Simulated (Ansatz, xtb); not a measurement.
## Relative energy of two isomers of C5H3F2NS

We compare I, `N#CC(=C=S)CC(F)F`, a singlet, with II, `NC(=S)C#CC=C(F)F`, a singlet. Both are isolated molecules in the gas phase, relaxed with r2SCAN-D4/def2-SVP; the shapes shown needn't be the lowest conformers.

I (Å):

```xyz
12

C     0.4453   -0.9811    2.6883
C    -0.0968   -0.4191    1.5011
C    -1.1119    0.4468    1.5912
C     0.4060   -0.8922    0.1494
C    -0.2895   -2.1652   -0.2974
F    -1.6174   -1.9189   -0.4537
F     0.2112   -2.5372   -1.5037
N     0.9253   -1.4692    3.6350
S    -2.2735    1.4683    1.6685
H     0.2226   -0.1316   -0.6251
H     1.4907   -1.0740    0.2007
H    -0.1731   -3.0063    0.4103
```

II (Å):

```json
{"atom": "C", "x (Å)": "-2.6320", "y (Å)": "-0.3892", "z (Å)": "1.1686"}
{"atom": "C", "x (Å)": "-1.6581", "y (Å)": "0.2902", "z (Å)": "0.3846"}
{"atom": "C", "x (Å)": "-0.8403", "y (Å)": "0.8958", "z (Å)": "-0.2997"}
{"atom": "C", "x (Å)": "0.0411", "y (Å)": "1.6375", "z (Å)": "-1.1033"}
{"atom": "C", "x (Å)": "1.3438", "y (Å)": "1.3267", "z (Å)": "-1.2465"}
{"atom": "F", "x (Å)": "1.9428", "y (Å)": "0.3175", "z (Å)": "-0.6693"}
{"atom": "F", "x (Å)": "2.1771", "y (Å)": "2.0073", "z (Å)": "-1.9907"}
{"atom": "N", "x (Å)": "-2.1949", "y (Å)": "-1.4757", "z (Å)": "1.8490"}
{"atom": "S", "x (Å)": "-4.2037", "y (Å)": "0.1504", "z (Å)": "1.2203"}
{"atom": "H", "x (Å)": "-2.8629", "y (Å)": "-1.9839", "z (Å)": "2.4181"}
{"atom": "H", "x (Å)": "-1.2304", "y (Å)": "-1.7816", "z (Å)": "1.7984"}
{"atom": "H", "x (Å)": "-0.3156", "y (Å)": "2.5154", "z (Å)": "-1.6527"}
```

Quicker runs give these differences E(II) − E(I): GFN2-xTB +3.8 kcal/mol; HF/STO-3G +42.3 kcal/mol (at GFN2-xTB geometries); r2SCAN-D4/def2-SVP//GFN2-xTB +10.8 kcal/mol.

Q: Estimate E(II) − E(I) at the level CCSD(T)/def2-SVP + ΔMP2/def2-TZVPP.

A: Calculated at CCSD(T)/def2-SVP + ΔMP2/def2-TZVPP: E(II) − E(I) = +22.3 kcal/mol, so structure I lies lower.

The same difference at several levels:

```tsv
level	geometry	E(II) − E(I) (kcal/mol)	departure from the last row (kcal/mol)	job, with rough time for the two
GFN2-xTB	GFN2-xTB	+3.8	−18.5	optimisation, 0.19 s
HF/STO-3G	GFN2-xTB	+42.3	+20.0	single point, 0.46 s
r2SCAN-D4/def2-SVP//GFN2-xTB	GFN2-xTB	+10.8	−11.5	single point, 4.1 s
r2SCAN-D4/def2-SVP	r2SCAN-D4/def2-SVP	+10.9	−11.4	optimisation, 54 s
HF/def2-SVP	r2SCAN-D4/def2-SVP	+19.9	−2.4	part of the CCSD(T) run
MP2/def2-SVP	r2SCAN-D4/def2-SVP	+24.8	+2.5	part of the CCSD(T) run
CCSD(T)/def2-SVP	r2SCAN-D4/def2-SVP	+24.6	+2.3	single point
CCSD(T)/def2-SVP + ΔMP2/def2-TZVPP	r2SCAN-D4/def2-SVP	+22.3		single point, 1.9 min
```

As drawn, II has 1 C–N, 1 C≡C, 2 N–H in place of 1 C≡N, 1 C–C, 2 C–H.

None of the levels shown reverses the order. The largest departure from CCSD(T)/def2-SVP + ΔMP2/def2-TZVPP is that of HF/STO-3G, 20.0 kcal/mol. The last row adds to CCSD(T) the change of the MP2 difference between the two basis sets, here −2.3 kcal/mol.

With thermal terms from frequencies at re-optimised GFN2-xTB minima (ideal gas, soft modes damped towards free rotors, one conformer each, 298.15 K, 1 atm): the zero-point term adds −0.9 kcal/mol; ΔH is +21.7 and ΔG +21.4 kcal/mol.

The correlated steps freeze 13 core orbitals. Codes used: Ansatz 0.2.0, xtb 6.7.1; the last row on 4 threads of Arm Neoverse V1 on a shared host.
